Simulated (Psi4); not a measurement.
F2, singlet, geometry from GFN2-xTB; Psi4 with TPSS/6-31G*.

The Psi4 input:
```
memory 2 GB

molecule mol {
0 1
  F    -0.000000   -0.000000   -0.701582
  F     0.000000    0.000000    0.701582
}

set basis 6-31g*
set reference rks

energy('tpss')
print_variables()
```

Write the output that Psi4 gives for this input, abridged.


```
   => Loading Basis Set <=

    Name: 6-31G*
    Role: ORBITAL
    Keyword: BASIS

         ---------------------------------------------------------
                                   SCF
               by Justin Turney, Rob Parrish, Andy Simmonett
                          and Daniel G. A. Smith
                              RKS Reference
         ---------------------------------------------------------

  ==> Geometry <==

    Molecular point group: d2h
    Full point group: D_inf_h

    Geometry (in Angstrom), charge = 0, multiplicity = 1:

       Center              X                  Y                   Z               Mass
    ------------   -----------------  -----------------  -----------------  -----------------
         F            0.000000000000     0.000000000000    -0.701582000000    18.998403162730
         F            0.000000000000     0.000000000000     0.701582000000    18.998403162730

  Running in d2h symmetry.

  Rotational constants: A = ************  B =      0.90135  C =      0.90135 [cm^-1]
  Rotational constants: A = ************  B =  27021.73483  C =  27021.73483 [MHz]
  Nuclear repulsion =   30.547643799491720

  Charge       = 0
  Multiplicity = 1
  Electrons    = 18
  Nalpha       = 9
  Nbeta        = 9

  ==> Algorithm <==

  SCF Algorithm Type is DF.
  DIIS enabled.
  MOM disabled.
  Fractional occupation disabled.
  Guess Type is SAD.
  Energy threshold   = 1.00e-06
  Density threshold  = 1.00e-06
  Integral threshold = 1.00e-12

  ==> Primary Basis <==

  Basis Set: 6-31G*
    Blend: 6-31G*
    Number of shells: 12
    Number of basis functions: 30
    Number of Cartesian functions: 30
    Spherical Harmonics?: false
    Max angular momentum: 2

  ==> DFT Potential <==

   => LibXC <=

    Version 7.1.2
    S. Lehtola, C. Steigemann, M. J. T. Oliveira, and M. A. L. Marques,  SoftwareX 7, 1–5 (2018) (10.1016/j.softx.2017.11.002)

   => Composite Functional: TPSS <=

    TPSS Meta-GGA XC Functional

    J. Tao, et al., Phys. Rev. Lett., 91, 146401, 2003

    Deriv               =              1
    GGA                 =           TRUE
    Meta                =           TRUE

    Exchange Hybrid     =          FALSE
    MP2 Hybrid          =          FALSE

   => Exchange Functionals <=

    1.0000   XC_MGGA_X_TPSS

   => Correlation Functionals <=

    1.0000   XC_MGGA_C_TPSS

   => LibXC Density Thresholds  <==

    XC_MGGA_C_TPSS:  1.00E-15
    XC_MGGA_X_TPSS:  1.00E-15

   => Molecular Quadrature <=

[...]
   @DF-RKS iter   3:  -199.51978599949265   -3.35543e-03   9.38196e-04 ADIIS/DIIS
   @DF-RKS iter   4:  -199.51982383025117   -3.78308e-05   2.94482e-04 ADIIS/DIIS
   @DF-RKS iter   5:  -199.51982871167547   -4.88142e-06   1.19666e-06 DIIS
   @DF-RKS iter   6:  -199.51982871175701   -8.15419e-11   3.12556e-08 DIIS
  Energy and wave function converged.

  ==> Post-Iterations <==

   Electrons on quadrature grid:
      Ntotal   =   18.0000030202 ; deviation = 3.020e-06

    Orbital Energies [Eh]
    ---------------------

    Doubly Occupied:

[...]
    Virtual:

[...]
    Final Occupation by Irrep:
             Ag   B1g   B2g   B3g    Au   B1u   B2u   B3u
    DOCC [     3,    0,    1,    1,    0,    2,    1,    1 ]
    NA   [     3,    0,    1,    1,    0,    2,    1,    1 ]
    NB   [     3,    0,    1,    1,    0,    2,    1,    1 ]

  @DF-RKS Final Energy:  -199.51982871175701

   => Energetics <=

    Nuclear Repulsion Energy =             30.5476437994917198
    One-Electron Energy =                -339.1655681673075264
    Two-Electron Energy =                 129.9089393176317344
    DFT Exchange-Correlation Energy =     -20.8108436615729282
    Empirical Dispersion Energy =           0.0000000000000000
    VV10 Nonlocal Energy =                  0.0000000000000000
    Total Energy =                       -199.5198287117570146

Computation Completed

Properties will be evaluated at   0.000000,   0.000000,   0.000000 [a0]

Properties computed using the SCF density matrix

 Multipole Moments:

 ------------------------------------------------------------------------------------
     Multipole            Electronic (a.u.)      Nuclear  (a.u.)        Total (a.u.)
 ------------------------------------------------------------------------------------

 L = 1.  Multiply by 2.5417464519 to convert [e a0] to [Debye]
 Dipole X            :          0.0000000            0.0000000            0.0000000
 Dipole Y            :          0.0000000            0.0000000            0.0000000
 Dipole Z            :          0.0000000            0.0000000            0.0000000
 Magnitude           :                                                    0.0000000

 ------------------------------------------------------------------------------------

  Variable Map:
  ----------------------------------------------------------------------------
[...]
  Array Variable Map:
  ----------------------------------------------------------------------------
[...]
[...]
```
